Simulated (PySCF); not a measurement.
**Sn⁺: excitation energy**

Sn⁺ [Kr] 4d10 5s2 5p1 (2P) → Sn⁺ [Kr] 4d10 5s2 5d1 (2D), as a difference of total energies. All numbers are calculated (PySCF 2.14, scalar relativity through the core potential, in aug-cc-pVQZ-PP with ECP28MDF). Correlated levels: valence: 4s2 4p6 4d10 frozen. The calculations carry no spin-orbit coupling.

**Question.** Order these methods by the excitation energy they give, lowest first.
A. wB97X-V
B. r2SCAN
C. M06-2X
D. wB97M-V

**Answer.** C (7.451 eV), B (7.566 eV), D (7.728 eV), A (7.795 eV).

Errors of the correlated levels include the incompleteness of this basis and the frozen core.

For comparison: 8.550 eV (measured; NIST levels, between the centres of gravity of the two terms).
